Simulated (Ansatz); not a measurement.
Stepwise reaction of `COB(S)S` with methanol, as a gas-phase model of exchange steps in deposition or etching. ΔE in kJ/mol.

Gas-phase electronic energies from Ansatz, PBE0-D4/def2-TZVP geometries. CCSD(T)/CBS adds triple-zeta CCSD(T) − MP2 to the extrapolated MP2 energy (def2 sets, frozen cores). This one scheme is used for every species. Functionals use def2-TZVPP. B3LYP here is the variant with VWN-RPA as its local correlation; programs differ in this. One conformer a species, not always the lowest.

```json
{"step": "1", "reaction": "`COB(S)S` + CH₃OH → `COB(S)OC` + H₂S", "PBE-D4": "-52.9", "B3LYP-D4": "-65.4", "ωB97M-V": "-66.2", "CCSD(T)/CBS": "-62.5"}
```

Problem. Give the row of step 2, `COB(S)OC` + CH₃OH → `COB(OC)OC` + H₂S. (An estimate is asked.)

Solution. Ansatz gave: 
```
step                                reaction  PBE-D4  B3LYP-D4  ωB97M-V  CCSD(T)/CBS
   2  `COB(S)OC` + CH₃OH → `COB(OC)OC` + H₂S   -52.8     -66.1    -65.9        -63.3
```

Problem. By hand: ΔE of the 2 steps together at CCSD(T)/CBS.

Solution. (-62.5) + (-63.3) = -125.8 kJ/mol, or -62.9 kJ/mol a step.

In ΔE the steps differ by no more than 0.8 kJ/mol. All are downhill at CCSD(T)/CBS. PBE-D4 differs from CCSD(T)/CBS by 9.6 to 10.5 kJ/mol a step. Isolated molecules leave out the surface, adducts and barriers. Largest T1 diagnostic: 0.013.
